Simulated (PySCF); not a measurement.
CH5N2, charge +1. Atoms are numbered in the order given.

```xyz
8

N      0.0000     1.1682    -0.1757
C      0.0000     0.0000     0.4278
N      0.0000    -1.1682    -0.1757
H      0.0000     1.2718    -1.1893
H      0.0000     2.0229     0.3753
H      0.0000     0.0000     1.5203
H      0.0000    -1.2718    -1.1893
H      0.0000    -2.0229     0.3753
```
Charge +1, spin multiplicity 1.

Coordinates come from a PBE-D3(BJ)/def2-TZVP optimisation. Other conformers were not sampled.

All values below come from PySCF 2.14.0 with PBE-D3(BJ)/def2-TZVP.

No scaling factor is applied to the harmonic values.

Computed harmonic wavenumbers and intensities:
```
mode  ν (cm⁻¹)  IR (km/mol)  Raman (Å⁴/amu)  depolarisation  moving atoms (share of kinetic energy)
----  --------  -----------  --------------  --------------  --------------------------------------
1          504          0.9             2.2            0.49                  H 47 %, N 32 %, C 22 %
2          523          0.0             0.0               –                          H 89 %, N 11 %
3          582          0.0             0.1            0.75                          H 88 %, N 12 %
4          600        424.8             0.0               –                          H 84 %, N 16 %
5          700          1.9             0.4            0.75                  H 59 %, C 30 %, N 11 %
6         1006          1.0             0.1            0.75                          H 86 %, N 13 %
7         1032         22.5             0.2            0.75                          H 82 %, C 18 %
8         1098          4.9            12.6            0.20                          N 51 %, H 48 %
9         1348         42.6             3.9            0.75                          H 84 %, N 14 %
10        1372          5.9            14.0            0.10                  C 40 %, H 35 %, N 24 %
11        1568         19.7             3.8            0.75                          H 86 %, C 13 %
12        1639         38.2             2.0            0.73                          H 81 %, N 17 %
13        1733        365.7             0.1            0.75                  C 54 %, N 29 %, H 17 %
14        3134          7.1            60.2            0.26                           H 91 %, C 9 %
15        3461        281.6             1.2            0.75                                  H 96 %
16        3475         41.2           150.9            0.10                                  H 96 %
17        3577        100.4            30.3            0.75                           H 91 %, N 9 %
18        3577        175.5            38.4            0.61                           H 91 %, N 9 %
```
